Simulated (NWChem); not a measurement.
System: RbF cation, doublet; SMILES of the neutral closed-shell parent [Rb][F]

Output (shortened):

```
             Northwest Computational Chemistry Package (NWChem) 7.3.0
             --------------------------------------------------------

 ORDER OF PRIMARY AXIS IS BEING SET TO 4
 C4V symmetry detected

                             Geometry "geometry" -> ""
                             -------------------------

 Output coordinates in angstroms (scale by  1.889725989 to convert to a.u.)

  No.       Tag          Charge          X              Y              Z
 ---- ---------------- ---------- -------------- -------------- --------------
    1 Rb                  37.0000     0.00000000     0.00000000    -0.57634533
    2 F                    9.0000     0.00000000     0.00000000     2.36941967

 Effective nuclear repulsion energy (a.u.)      59.8201227582

      Symmetry information
      --------------------

 Group name             C4v
 Group number             18
 Group order               8
 No. of unique centers     2

                                Z-matrix (autoz)
                                --------

 Units are Angstrom for bonds and degrees for angles

      Type          Name      I     J     K     L     M      Value
      ----------- --------  ----- ----- ----- ----- ----- ----------
    1 Stretch                  1     2                       2.94577

                           NWChem Geometry Optimization
                           ----------------------------

 maximum gradient threshold         (gmax) =   0.000450
 rms gradient threshold             (grms) =   0.000300
 maximum cartesian step threshold   (xmax) =   0.001800
 rms cartesian step threshold       (xrms) =   0.001200
 fixed trust radius                (trust) =   0.300000
 source of zmatrix                         =   autoz

          -------------------
          Energy Minimization
          -------------------

 Using diagonal initial Hessian
 Scaling for Hessian diagonals: bonds = 1.00  angles = 0.25  torsions = 0.10

          --------
          Step   0

                                 NWChem DFT Module
                                 -----------------

 Summary of "ao basis" -> "ao basis" (spherical)
 ------------------------------------------------------------------------------
       Tag                 Description            Shells   Functions and Types
 ---------------- ------------------------------  ------  ---------------------
 Rb                         def2-svp                10       24   5s3p2d
 F                          def2-svp                 6       14   3s2p1d

      Symmetry analysis of basis
      --------------------------

        a1         16
        a2          0
        b1          3
        b2          3
        e          16

            General Information
            -------------------
          SCF calculation type: DFT
          Wavefunction type:  spin polarized.
          No. of atoms     :     2
          No. of electrons :    17
           Alpha electrons :     9
            Beta electrons :     8
          Charge           :     1
          Spin multiplicity:     2
          Use of symmetry is: on ; symmetry adaption is: on
          Maximum number of iterations: 150
          AO basis - number of functions:    38
                     number of shells:    16
          Convergence on energy requested:  1.00D-06
          Convergence on density requested:  1.00D-05
          Convergence on gradient requested:  5.00D-04

              XC Information
              --------------
                        Slater Exchange Functional  1.000 local
                      VWN V Correlation Functional  1.000 local

             Grid Information
             ----------------
          Grid used for XC integration:  medium
          Radial quadrature: Mura-Knowles
          Angular quadrature: Lebedev.
          Tag              B.-S. Rad. Rad. Pts. Rad. Cut. Ang. Pts.
          ---              ---------- --------- --------- ---------
          Rb                  2.35      123          13.0       590
          F                   0.50       49          10.0       434
          Grid pruning is: on
          Number of quadrature shells:   172
          Spatial weights used:  Erf1

      Superposition of Atomic Density Guess
      -------------------------------------

 Sum of atomic energies:        -126.75862181

 Renormalizing density from      18.00 to     17

      Non-variational initial energy
      ------------------------------

 Total energy =    -118.785293
 1-e energy   =    -196.020557
 2-e energy   =      62.684423
 HOMO         =      -1.091250
 LUMO         =      -0.228412

   Symmetry analysis of molecular orbitals - initial alpha
   -------------------------------------------------------

 !! scf_movecs_sym_adapt:    6 vectors were symmetry contaminated

  Symmetry fudging

 !! scf_movecs_sym_adapt:    4 vectors were symmetry contaminated

  Numbering of irreducible representations:

     1 a1          2 a2          3 b1          4 b2          5 e

  Orbital symmetries:

     1 a1          2 a1          3 a1          4 a1          5 e
     6 e           7 e           8 e           9 a1         10 a1
    11 a1         12 e          13 e          14 a1         15 e
    16 e          17 b1         18 b2         19 a1

   Symmetry analysis of molecular orbitals - initial beta
   ------------------------------------------------------

 !! scf_movecs_sym_adapt:    6 vectors were symmetry contaminated

  Symmetry fudging

 !! scf_movecs_sym_adapt:    4 vectors were symmetry contaminated

  Numbering of irreducible representations:

     1 a1          2 a2          3 b1          4 b2          5 e

  Orbital symmetries:

     1 a1          2 a1          3 a1          4 a1          5 e
     6 e           7 e           8 e           9 a1         10 a1
    11 a1         12 e          13 e          14 a1         15 e
    16 e          17 b1         18 b2         19 a1

 Warning: spatial symmetry breaking: alpha =  1.25D-01
 Warning: spatial symmetry breaking:  beta =  1.34D-01

   convergence    iter        energy       DeltaE   RMS-Dens  Diis-err
 ---------------- ----- ----------------- --------- --------- ---------
 d= 0,ls=0.0,diis     1   -122.3341449264 -1.37D+02  7.73D-02  6.85D-01
                                                     7.34D-02  1.10D+00
 Warning: spatial symmetry breaking: alpha =  1.86D-02
 Warning: spatial symmetry breaking:  beta =  2.08D-01
 d= 0,ls=0.5,diis     2   -111.0201475522  1.13D+01  7.50D-02  5.56D+00
                                                     6.54D-02  4.32D+00
 Warning: spatial symmetry breaking: alpha =  8.70D-03
 Warning: spatial symmetry breaking:  beta =  1.78D-01
 d= 0,ls=0.5,diis     3   -122.7398200703 -1.17D+01  6.67D-03  9.13D-02
                                                     5.97D-03  5.67D-02
 Warning: spatial symmetry breaking: alpha =  4.76D-03
 Warning: spatial symmetry breaking:  beta =  1.74D-01
 d= 0,ls=0.5,diis     4   -122.7999481332 -6.01D-02  2.11D-03  1.61D-02
                                                     1.99D-03  9.13D-03
 Warning: spatial symmetry breaking: alpha =  2.57D-03
 Warning: spatial symmetry breaking:  beta =  1.73D-01
 d= 0,ls=0.5,diis     5   -122.8071068899 -7.16D-03  1.06D-03  1.66D-02
                                                     1.09D-03  1.00D-02
  Resetting Diis
 Warning: spatial symmetry breaking: alpha =  1.32D-03
 Warning: spatial symmetry breaking:  beta =  1.77D-01
 d= 0,ls=0.5,diis     6   -122.8109913240 -3.88D-03  1.01D-03  1.14D-02
                                                     1.08D-03  7.03D-03
 Warning: spatial symmetry breaking: alpha =  6.60D-04
 Warning: spatial symmetry breaking:  beta =  1.80D-01
 d= 0,ls=0.5,diis     7   -122.8148908108 -3.90D-03  8.07D-04  1.58D-03
                                                     8.58D-04  1.06D-03
 Warning: spatial symmetry breaking: alpha =  3.30D-04
 Warning: spatial symmetry breaking:  beta =  1.79D-01
 d= 0,ls=0.5,diis     8   -122.8156287991 -7.38D-04  3.12D-04  5.86D-04
                                                     3.90D-04  4.30D-04
 Warning: spatial symmetry breaking: alpha =  1.66D-04
 Warning: spatial symmetry breaking:  beta =  1.79D-01
 d= 0,ls=0.5,diis     9   -122.8158893409 -2.61D-04  1.33D-04  5.43D-05
                                                     1.95D-04  5.09D-05
 Warning: spatial symmetry breaking:  beta =  1.78D-01
 d= 0,ls=0.5,diis    10   -122.8159384781 -4.91D-05  6.32D-05  5.18D-06
                                                     1.08D-04  9.54D-06
 Warning: spatial symmetry breaking:  beta =  1.78D-01
 d= 0,ls=0.5,diis    11   -122.8159511999 -1.27D-05  3.39D-05  1.42D-06
                                                     6.40D-05  3.34D-06
 Warning: spatial symmetry breaking:  beta =  1.78D-01
 d= 0,ls=0.5,diis    12   -122.8159554336 -4.23D-06  1.89D-05  4.42D-07
                                                     3.81D-05  1.20D-06
 Warning: spatial symmetry breaking:  beta =  1.78D-01
 d= 0,ls=0.5,diis    13   -122.8159568761 -1.44D-06  1.05D-05  1.35D-07
                                                     2.26D-05  4.21D-07
 Warning: spatial symmetry breaking:  beta =  1.78D-01
 d= 0,ls=0.5,diis    14   -122.8159573679 -4.92D-07  5.87D-06  4.40D-08
                                                     1.35D-05  1.50D-07
 Warning: spatial symmetry breaking:  beta =  1.78D-01
 d= 0,ls=0.5,diis    15   -122.8159575376 -1.70D-07  3.30D-06  1.46D-08
                                                     8.01D-06  5.35D-08

         Total DFT energy =     -122.815957596571
      One electron energy =     -204.116037400951
           Coulomb energy =       79.887496804099
    Exchange-Corr. energy =      -13.138257670640
 Nuclear repulsion energy =       14.550840670921

 Numeric. integr. density =       17.000001937590

                  Occupations of the irreducible representations
                  ----------------------------------------------

                     irrep           alpha         beta
                     --------     --------     --------
                     a1                5.0          5.0
                     a2                0.0          0.0
                     b1                0.0          0.0
                     b2                0.0          0.0
                     e                 4.0          3.0

[...]

      ----------------------
      Optimization converged
      ----------------------

  Step       Energy      Delta E   Gmax     Grms     Xrms     Xmax
  ---- ---------------- -------- -------- -------- -------- --------
@    7    -122.81627458  1.5D-06  0.00024  0.00024  0.00077  0.00134
                                     ok       ok       ok       ok

                                Z-matrix (autoz)
                                --------

 Units are Angstrom for bonds and degrees for angles

      Type          Name      I     J     K     L     M      Value     Gradient
      ----------- --------  ----- ----- ----- ----- ----- ---------- ----------
    1 Stretch                  1     2                       2.79480    0.00024

                         Geometry "geometry" -> "geometry"
                         ---------------------------------

 Output coordinates in angstroms (scale by  1.889725989 to convert to a.u.)

  No.       Tag          Charge          X              Y              Z
 ---- ---------------- ---------- -------------- -------------- --------------
    1 Rb                  37.0000     0.00000000     0.00000000    -0.50086121
    2 F                    9.0000     0.00000000     0.00000000     2.29393555

 Effective nuclear repulsion energy (a.u.)      63.0514628100

      Symmetry information
      --------------------

 Group name             C4v
 Group number             18
 Group order               8
 No. of unique centers     2

                Final and change from initial internal coordinates
                --------------------------------------------------

                                Z-matrix (autoz)
                                --------

 Units are Angstrom for bonds and degrees for angles

      Type          Name      I     J     K     L     M      Value       Change
      ----------- --------  ----- ----- ----- ----- ----- ---------- ----------
    1 Stretch                  1     2                       2.79480   -0.15097

 ==============================================================================
                                internuclear distances
 ------------------------------------------------------------------------------
       center one      |      center two      | atomic units |  angstroms
 ------------------------------------------------------------------------------
    2 F                |   1 Rb               |     5.28140  |     2.79480
 ------------------------------------------------------------------------------
                         number of included internuclear distances:          1
 ==============================================================================

[second-derivative integrals and response iterations left out]

  Vibrational analysis via the FX method

  See chapter 2 in "Molecular Vibrations" by Wilson, Decius and Cross

  Vib: Default input used

 ---------------------------- Atom information ----------------------------
     atom    #        X              Y              Z            mass
 --------------------------------------------------------------------------
    Rb       1  0.0000000D+00  0.0000000D+00 -9.4649044D-01  8.4911700D+01
    F        2  0.0000000D+00  0.0000000D+00  4.3349096D+00  1.8998400D+01
 --------------------------------------------------------------------------

[unprojected Hessian and modes left out]

        Vibrational analysis via the FX method
  --- with translations and rotations projected out ---
  --- via the Eckart algorithm                      ---
 Dependent rotation vector no.                    3
  found in ECKART; assuming linear geometry
 Projected Nuclear Hessian trans-rot subspace norm:3.0093D-36
                         (should be close to zero!)

[projected Hessian left out]

 Rotational Constants
 --------------------
 A=   0.000000 cm-1  (  0.000000 K)
 B=   0.139019 cm-1  (  0.200012 K)
 C=   0.139019 cm-1  (  0.200012 K)

 Temperature                      =   298.15K
 frequency scaling parameter      =   1.0000

 Linear Molecule

 Zero-Point correction to Energy  =    0.228 kcal/mol  (  0.000364 au)
 Thermal correction to Energy     =    2.102 kcal/mol  (  0.003349 au)
 Thermal correction to Enthalpy   =    2.694 kcal/mol  (  0.004293 au)

 Total Entropy                    =   58.866 cal/mol-K
   - Translational                =   39.814 cal/mol-K (mol. weight = 103.9101)
   - Rotational                   =   16.500 cal/mol-K (symmetry #  =        1)
   - Vibrational                  =    2.551 cal/mol-K

 Cv (constant volume heat capacity) =    6.856 cal/mol-K
   - Translational                  =    2.979 cal/mol-K
   - Rotational                     =    1.986 cal/mol-K
   - Vibrational                    =    1.891 cal/mol-K

[normal modes left out]

 ----------------------------------------------------------------------------
 Normal Eigenvalue ||           Projected Infra Red Intensities
  Mode   [cm**-1]  || [atomic units] [(debye/angs)**2] [(KM/mol)] [arbitrary]
 ------ ---------- || -------------- ----------------- ---------- -----------
    1        0.000 ||    0.010987           0.253        10.711      18.613
    2        0.000 ||    0.010987           0.253        10.711      18.613
    3        0.000 ||    0.009624           0.222         9.382      16.303
    4        0.000 ||    0.000061           0.001         0.060       0.104
    5        0.000 ||    0.000061           0.001         0.060       0.104
    6      159.825 ||    0.003697           0.085         3.604       6.263
 ----------------------------------------------------------------------------
```

Level: LDA (Slater exchange, VWN5)/def2-SVP with def2 effective core potentials on Rb, spin-unrestricted. The state is orbitally degenerate and is run as one real component. The spin multiplicity was typed, not searched, and may not be the lowest. No stability test was run on the SCF state. def2 effective core potentials on Rb; no spin-orbit coupling.

### Question
Reconstruct the input file.

### Answer
One answer among several that fit: the input that was run:
```
start job
memory heap 200 mb stack 700 mb global 900 mb
charge 1
geometry units angstroms
  Rb     0.000000     0.000000    -0.621723
  F      0.000000     0.000000     2.324042
end
basis spherical
  * library def2-svp
end
ecp
  Rb library def2-ecp
end
dft
  odft
  mult 2
  xc slater vwn_5
  iterations 150
end
driver
  maxiter 120
end
task dft optimize
dft
  grid fine
  convergence energy 1d-8 density 1d-7
end
task dft freq numerical
```
